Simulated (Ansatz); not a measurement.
Reaction (redistribution): `OC[B](Cl)[GeH3]` + `C=C(C)[SeH]` → `C[B](Cl)[GeH3]` + `C=C([SeH])CO`

Gas-phase electronic energies from Ansatz, PBE0-D4/def2-TZVP geometries. CCSD(T)/CBS adds triple-zeta CCSD(T) − MP2 to the extrapolated MP2 energy (def2 sets, frozen cores). DFT in def2-TZVPP. B3LYP here is the variant with VWN-RPA as its local correlation; programs differ in this. For Ge, Se outer-core shells are correlated without core-valence functions, which leaves a few kJ/mol of doubt a bond. Scalar relativity is left out up to krypton. Each species was taken in one conformer, which may not be the lowest.

| level | ΔE (kcal/mol) | difference from CCSD(T)/CBS |
| --- | --- | --- |
| PBE-D4 | -2.8 | 0.9 |
| r2SCAN-D4 | -3.3 | 0.4 |
| PBE0-D4 | -3.3 | 0.4 |
| B3LYP-D4 | -3.1 | 0.6 |
| B2PLYP | -3.5 | 0.2 |
| PBE | -2.9 | 0.8 |
| r2SCAN | -3.4 | 0.3 |
| PBE0 | -3.4 | 0.3 |
| B3LYP | -3.2 | 0.5 |
| HF/def2-TZVPP | -4.1 | -0.4 |
| MP2/def2-TZVPP | -3.9 | -0.2 |
| SCS-MP2/def2-TZVPP | -3.7 | 0.0 |
| CCSD/def2-TZVPP | -3.7 | 0.0 |
| CCSD(T)/def2-TZVPP | -3.6 | 0.1 |
| SCS-MP2/def2-QZVPP | -3.8 | -0.1 |
| HF/CBS(def2) | -4.2 | -0.5 |
| CCSD(T)/CBS | -3.7 | 0 |

Largest T1 diagnostic among the species: 0.012.
